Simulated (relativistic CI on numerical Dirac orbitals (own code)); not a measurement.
Method of calculation: Dirac-Coulomb-Breit CI, KLI orbitals optimised for each configuration, QED by a radiative potential, valence Slater integrals scaled by 0.85, P86 correlation estimate, and configurations built on the next ion tied to the tabulated ionisation energy (semi-empirical) (own radial code, finite nucleus).

Configuration list (outside the closed core [Ar] 3d10 4s2): 4p6 4d10, 4p6 4d9 5s, 4p6 4d9 5p, 4p6 4d9 5d, 4p6 4d9 6s, 4p6 4d9 4f, 4p6 4d9 5f, 4p6 4d8 4f2, 4p6 4d8 5s2, 4p6 4d9 6p, 4p6 4d9 6d, 4p6 4d8 5s 5p, 4p6 4d9 5g, 4p6 4d9 6f, 4p5 4d10 4f, 4p6 4d8 5p2, 4p6 4d8 5s 5d, 4p6 4d8 4f 5s, 4p6 4d8 5p 5d, 4p6 4d8 4f 5p, 4p5 4d10 5s. Levels of other configurations are missing.

Configurations that consist of the next ion and one excited electron were tied to the tabulated ionisation energy; Rydberg ones are usually within 1,000 to 3,000 cm⁻¹ and the lowest ones within about 6,000 (9,000 in d shells), while levels on excited terms of the next ion carry the error of that term, and the other configurations can be misplaced by 10,000 cm⁻¹ or more. Rates follow the energies as ν³ (E1, M1) or ν⁵ (E2), so rates, branching and lifetimes can be off by large factors. Levels and lines within the n = 5 or 6 shells can be off by up to 10 % or somewhat more, and those that change n by about 2 %, since core polarisation is missing. 2 of the 2 excited levels that our extract of the measured tables holds in this range could be paired (the sources list more); they are missed by 5640 cm⁻¹ on average and 5853 at most, and levels without a partner can miss by more.

Outline of the computed level scheme of Sb VI. Lowest level of each configuration: 4p6 4d10 1S_0 at 0.0000 eV; 4p6 4d9 5s 3D_3 at 30.8715 eV; 4p6 4d9 5p 3P°_2 at 41.9839 eV; 4p6 4d9 5d 3S_1 at 58.7458 eV; 4p6 4d9 4f 3P°_0 at 60.9114 eV.

Some strong electric-dipole decays among the lowest 45 levels: 4p6 4d9 5p 1P°_1 → 4p6 4d10 1S_0 (2.7e+10 s⁻¹); 4p6 4d9 5d 3G_5 → 4p6 4d9 5p 3F°_4 (7.3e+09 s⁻¹); 4p6 4d9 5d 3G_4 → 4p6 4d9 5p 3F°_3 (7.2e+09 s⁻¹); 4p6 4d9 5d 3G_4 → 4p6 4d9 5p 3F°_3 (7.1e+09 s⁻¹); 4p6 4d9 5d 3S_1 → 4p6 4d9 5p 3P°_2 (6.7e+09 s⁻¹); 4p6 4d9 5d 3P_2 → 4p6 4d9 5p 3P°_2 (5.6e+09 s⁻¹); 4p6 4d9 5d 3F_3 → 4p6 4d9 5p 3D°_2 (5.2e+09 s⁻¹); 4p6 4d9 5d 3F_4 → 4p6 4d9 5p 3D°_3 (4.9e+09 s⁻¹).

LS names give the leading component of a level, which can be under half, so a name can repeat, a term be missing and a line seem to break the LS rules.
